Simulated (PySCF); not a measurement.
CH₁₁NOSi₃, SMILES O[SiH2]C[SiH2]N[SiH3]. Atoms are numbered in the order given.

```xyz
17

O      1.1150    -0.5776     1.5442
Si     2.0856     0.2975     0.5041
C      1.0142     1.0568    -0.8585
Si    -0.2213    -0.1583    -1.5805
N     -1.1690    -0.8471    -0.2473
Si    -2.2531     0.0519     0.8133
H      0.3379    -0.9503     1.0747
H      3.1217    -0.5564    -0.1490
H      2.7766     1.3445     1.3010
H      1.6534     1.4408    -1.6748
H      0.4620     1.9228    -0.4509
H      0.4666    -1.3107    -2.2246
H     -1.0851     0.5016    -2.6038
H     -1.4598    -1.8132    -0.4153
H     -2.3233    -0.6170     2.1387
H     -1.6920     1.4196     0.9477
H     -3.6372     0.1540     0.2673
```
Charge 0, spin multiplicity 1.

Geometry optimised at TPSSh-D3(BJ)/def2-SVP. This is a generated structure with no PubChem entry under its InChIKey; it may be hypothetical. Other conformers were not sampled.

Calculation: SMD-ωB97X/6-31G* (PySCF).

Solvation free energies are E(SMD) − E(gas) at the gas-phase geometry, for 1 M in both phases. In vacuum the dipole moment is 2.61 D.

```
solvent          ΔG(solv) (kcal/mol)  its non-electrostatic (CDS) part  dipole (D)
---------------  -------------------  --------------------------------  ----------
water                           -2.2                               5.0        3.33
tetrahydrofuran                 -4.2                              -0.3        3.06
dichloromethane           (withheld)                        (withheld)  (withheld)
```

Complete the blanks. (Estimate from the structure and the level; the computed values follow.)


- dichloromethane, ΔG(solv) (kcal/mol): -4.8
- dichloromethane, its non-electrostatic (CDS) part: -0.4
- dichloromethane, dipole (D): 3.10
